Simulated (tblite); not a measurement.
Species: C₅H₉O₂ (charge -1).
Numbering: `[CH3:1][CH2:2][C@H:3]([CH3:4])[C:5](=[O:6])[O-:7]` (hydrogens: H8, H9, H10 on C1; H11, H12 on C2; H13 on C3; H14, H15, H16 on C4)
Bond orders are those of one Lewis drawing.

Computed with GFN2-xTB (tblite), gas phase: nudged elastic band of 9 images (0 to 8), spring 0.2 eV/Å², climbing image at the end, force threshold 0.05 eV/Å. The top image wasn't refined or checked by frequencies; at this threshold it can lie a kcal/mol or more above the true saddle point of the method.

The band describes a rotation about C2–C3 (chain CH2 carbon, sp3 carbon next to a carbonyl), followed by the dihedral C1–C2–C3–C5, from the optimised start (68°) to a second optimised geometry at 178°.

Q: How does the energy change from image to image?

A: 
```json
{"image": "0", "dihedral (°)": "68", "E (kJ/mol)": "0.00", "C2–C3 (Å)": "1.526", "C1···C5 (Å)": "3.09", "largest true force (eV/Å)": "0.01"}
{"image": "1", "dihedral (°)": "82", "E (kJ/mol)": "1.57", "C2–C3 (Å)": "1.528", "C1···C5 (Å)": "3.26", "largest true force (eV/Å)": "0.05"}
{"image": "2", "dihedral (°)": "96", "E (kJ/mol)": "5.10", "C2–C3 (Å)": "1.532", "C1···C5 (Å)": "3.42", "largest true force (eV/Å)": "0.05"}
{"image": "3", "dihedral (°)": "110", "E (kJ/mol)": "8.59", "C2–C3 (Å)": "1.535", "C1···C5 (Å)": "3.58", "largest true force (eV/Å)": "0.04"}
{"image": "4", "dihedral (°)": "123", "E (kJ/mol)": "10.06", "C2–C3 (Å)": "1.537", "C1···C5 (Å)": "3.71", "largest true force (eV/Å)": "0.03"}
{"image": "5", "dihedral (°)": "137", "E (kJ/mol)": "8.63", "C2–C3 (Å)": "1.535", "C1···C5 (Å)": "3.81", "largest true force (eV/Å)": "0.03"}
{"image": "6", "dihedral (°)": "151", "E (kJ/mol)": "5.40", "C2–C3 (Å)": "1.531", "C1···C5 (Å)": "3.88", "largest true force (eV/Å)": "0.03"}
{"image": "7", "dihedral (°)": "165", "E (kJ/mol)": "2.82", "C2–C3 (Å)": "1.528", "C1···C5 (Å)": "3.93", "largest true force (eV/Å)": "0.02"}
{"image": "8", "dihedral (°)": "178", "E (kJ/mol)": "2.12", "C2–C3 (Å)": "1.526", "C1···C5 (Å)": "3.95", "largest true force (eV/Å)": "0.01"}
```

Barriers of this band. The top is image 4 at 123°: 10.06 kJ/mol forward and 7.94 kJ/mol back; the end lies 2.12 kJ/mol above the start. The central bond is 0.011 Å longer at the top than at the start.

Q: What rate follows at 350 K for crossing this barrier forward?

A: Taking the electronic barrier for the free energy of activation (no zero-point or entropy terms, transmission 1), rate = (kT/h)·exp(−ΔE/kT) ≈ 2 × 10^11 s⁻¹, whose inverse is 4 × 10^-12 s. An error of 1 kcal/mol in the barrier changes this by a factor of 4, and the method and the loose band can each miss by that much or more. The barrier is only 3.5 kT, where transition-state theory is rough.

Q: How would the two end points share their population at 350 K, from these energies alone?

A: exp(−ΔE/kT) with ΔE = 0.022 eV gives 0.48 for the higher one (end) against 1 for the lower, without vibrational, rotational or degeneracy terms. GFN2-xTB can put conformers this close in the wrong order.

The cost below is that of the whole band run. The run took 2.8 s wall on one thread, Intel Xeon Platinum 8488C (x86_64), shared host, and the process peaked at 0.19 GiB of memory.
